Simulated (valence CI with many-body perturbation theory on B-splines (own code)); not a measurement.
Energy levels of Ce45+

Calculated by relativistic CI+MBPT: three valence electrons over a frozen Dirac-Fock core [Ne], radial functions for each j: 11 s, 11 p, 10 d, 8 f, 5 g, 2 h, with the one-electron correlation potential Σ1 (screened to all orders), the two-electron term Σ2, the three-electron term Σ3, Breit, model QED; selected single and double excitations, second order for the rest, scaled by the run's own slope (own B-spline code, finite nucleus).

No measured spectrum was set against this ion. As an estimate, large intervals hold to a few tenths of a per cent, small ones and those within an open d or f shell to about a per cent.

Levels 136 to 157 of 157, with energies above the lowest level, (3s^2 3p1/2) J=1/2. "Leading %" is the weight of the configuration and term that name the level; weights of strongly mixed levels are sums over their largest components and can fall short. In the jj column 3d3/2^4 stands for four electrons in 3d with j = 3/2. Lifetimes count E1, E2, E3, M1 and M2 decay at the calculated energies, and are blank where another channel may lead or the interval is too uncertain; long ones can be off by a factor of two.

```csv
No.,Configuration,Term,J,E (× 10³ cm⁻¹),Leading %,Lifetime,Leading jj
136,3d³,⁴P,5/2,8893.8,65,1.33 ps,3d3/2^2 3d5/2 (71 %)
137,3d³,²G,7/2,8905.5,49,1.85 ps,3d3/2 3d5/2^2 (92 %)
138,3d³,⁴F,9/2,8921.9,54,2.10 ps,3d3/2 3d5/2^2 (92 %)
139,3d³,²D,3/2,8974.7,42,1.68 ps,3d3/2 3d5/2^2 (98 %)
140,3d³,²H,11/2,8980.9,100,2.58 ps,3d3/2 3d5/2^2 (100 %)
141,3d³,²P,1/2,8996.5,64,1.60 ps,3d3/2 3d5/2^2 (98 %)
142,3d³,²D,5/2,9021.7,66,1.59 ps,3d3/2 3d5/2^2 (71 %)
143,3d³,²F,5/2,9049.2,49,1.84 ps,3d3/2 3d5/2^2 (93 %)
144,3d³,²F,7/2,9063.3,87,1.96 ps,3d3/2 3d5/2^2 (94 %)
145,3d³,²G,9/2,9138.9,56,3.23 ps,3d5/2^3 (95 %)
146,3d³,²P,3/2,9167.5,45,1.95 ps,3d3/2 3d5/2^2 (55 %)
147,3d³,²D,3/2,9278.5,80,2.20 ps,3d5/2^3 (56 %)
148,3d³,²D,5/2,9332.1,68,2.36 ps,3d5/2^3 (87 %)
149,3s²4s,²S,1/2,13205,98,53.4 fs,3s^2 4s (98 %)
150,3s²4p,²P°,1/2,13622,98,221 fs,3s^2 4p1/2 (98 %)
151,3s²4p,²P°,3/2,13968,76,148 fs,3s^2 4p3/2 (76 %)
152,3s3p4s,⁴P°,1/2,13995,87,65.7 fs,3s 3p1/2 4s (99 %)
153,3s3p4s,⁴P°,3/2,14097,55,72.9 fs,3s 3p1/2 4s (74 %)
154,3s3p4s,²P°,1/2,14133,93,73.8 fs,3s 3p1/2 4s (98 %)
155,3s3p4p,⁴D,1/2,14381,72,102 fs,3s 3p1/2 4p1/2 (99 %)
156,3s²4d,²D,3/2,14425,33,27.2 fs,3s 3p1/2 4p1/2 (65 %)
157,3s²4d,²D,3/2,14510,64,74.6 fs,3s^2 4d3/2 (64 %)
```
